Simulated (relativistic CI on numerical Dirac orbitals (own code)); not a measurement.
## d1 to d9 in one octahedral field

Computed with a parametric ligand-field model without spin-orbit coupling, by exact diagonalisation: B = 530, C = 2340, 10Dq = 25400 cm⁻¹ (Oh; |10Dq|/B = 47.9) for every shell. Energies in cm⁻¹; the field energy is (0.6 n_e − 0.4 n_t2) × 10Dq of the ground term; g labels are left out. So small a B with so large a field is typical of 4d and 5d ions, where spin-orbit coupling, left out here, reaches 1,000 to 4,000 cm⁻¹.

| Shell | Ground term | Electrons in e | Field energy | First spin-allowed bands | Lowest term of other spin |
| --- | --- | --- | --- | --- | --- |
| d1 | 2T2 | 0.000 | -10160 | 2E 25400 |  |
| d2 | 3T1 | 0.011 | -20047 | 3T2 24142, 3T1 30833 | 1T2 8057 |
| d3 | 4A2 | 0.000 | -30480 | 4T2 25400, 4T1 31281 | 2E 11185 |
| d4 | 3T1 | 0.018 | -40191 | 3E 23176, 3T1 23768 | 1T2 6889 |
| d5 | 2T2 | 0.033 | -49961 | 2A2 22439, 2T1 22624 | 4T1 14327 |
| d6 | 1A1 | 0.026 | -60308 | 1T1 23717, 1T2 31184 | 3T1 18773 |
| d7 | 2E | 1.017 | -45279 | 2T1 23585, 2T2 24165 | 4T1 14164 |
| d8 | 3A2 | 2.000 | -30480 | 3T2 25400, 3T1 31281 | 1E 8854 |
| d9 | 2E | 3.000 | -15240 | 2T2 25400 |  |

Low spin: d4, d5, d6, d7; the other shells keep the spin of the free ion. Only d4 to d7 can choose; the field needed to pair spins is smallest for d6 and largest for d5, which loses most exchange energy. In the strong-field picture 10Dq must exceed about 6B + 5C = 14880 (d4), 7.5B + 5C = 15675 (d5), 2.5B + 4C = 10685 (d6) and 4B + 4C = 11480 (d7); mixing of terms shifts these bounds somewhat.
